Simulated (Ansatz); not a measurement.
Ca₈O₈ (started as a model of: 2x2x4 CaO rock-salt block). Total charge 0; triplet. Geometry PBE-D4/def2-SVP, that of the neutral singlet; atoms count from 1.

Cartesian coordinates in Å:
```
Ca 3.532 -0.543 0.961
O 1.909 -0.019 -0.446
Ca 0.272 0.526 -1.921
O -1.500 1.018 -3.175
O 2.595 0.641 2.494
Ca 0.957 1.336 1.157
O -0.737 1.795 -0.283
Ca -2.385 2.281 -1.674
O 2.378 -2.209 1.683
Ca 0.713 -1.863 0.246
O -0.970 -1.256 -1.151
Ca -2.613 -0.705 -2.524
Ca 1.465 -1.033 3.237
O -0.202 -0.519 1.880
Ca -1.942 0.001 0.518
O -3.473 0.550 -1.003
```

The gap within one spin of the charge 0 triplet nearly closes, so an electron or hole may be smeared out by delocalisation error. At PBE-D4/def2-SVP a singlet of charge 0 lies 2.76 eV below the triplet at the same geometry.

(1) Estimate the Mulliken populations from the PBE/def2-SVP orbitals of Ansatz.

(2) Where does the spin sit?

(3) And the Mayer bond orders between heavy atoms (over 0.3)?

## Answers

(1) 
| atom | charge (e) | spin (α − β) |
| --- | --- | --- |
| Ca1 | 0.63 | 0.21 |
| O2 | -0.74 | 0.02 |
| Ca3 | 0.76 | 0.04 |
| O4 | -0.66 | 0.22 |
| O5 | -0.66 | 0.22 |
| Ca6 | 0.76 | 0.04 |
| O7 | -0.74 | 0.02 |
| Ca8 | 0.63 | 0.21 |
| O9 | -0.66 | 0.22 |
| Ca10 | 0.76 | 0.04 |
| O11 | -0.74 | 0.02 |
| Ca12 | 0.63 | 0.21 |
| Ca13 | 0.63 | 0.21 |
| O14 | -0.74 | 0.02 |
| Ca15 | 0.76 | 0.04 |
| O16 | -0.66 | 0.22 |
Mulliken values depend strongly on the basis.

(2) Summed by element: Ca 1.01, O 0.99, of 2 unpaired in all. Largest on single atoms: O9 0.22, O5 0.22, O4 0.22.

(3) Ca1–O2 0.63 (2.21 Å); Ca1–O5 0.64 (2.15 Å); Ca1–O9 0.64 (2.15 Å); O2–Ca3 0.59 (2.27 Å); O2–Ca6 0.41 (2.30 Å); O2–Ca10 0.43 (2.30 Å); Ca3–O4 0.58 (2.23 Å); Ca3–O7 0.41 (2.30 Å); Ca3–O11 0.43 (2.30 Å); O4–Ca8 0.64 (2.15 Å); O4–Ca12 0.64 (2.15 Å); O5–Ca6 0.58 (2.23 Å); O5–Ca13 0.64 (2.15 Å); Ca6–O7 0.59 (2.27 Å); Ca6–O14 0.43 (2.30 Å); O7–Ca8 0.63 (2.21 Å); O7–Ca15 0.43 (2.30 Å); Ca8–O16 0.64 (2.15 Å); O9–Ca10 0.58 (2.23 Å); O9–Ca13 0.64 (2.15 Å); Ca10–O11 0.59 (2.27 Å); Ca10–O14 0.41 (2.30 Å); O11–Ca12 0.63 (2.21 Å); O11–Ca15 0.41 (2.30 Å); Ca12–O16 0.64 (2.15 Å); Ca13–O14 0.63 (2.21 Å); O14–Ca15 0.59 (2.27 Å); Ca15–O16 0.58 (2.23 Å).
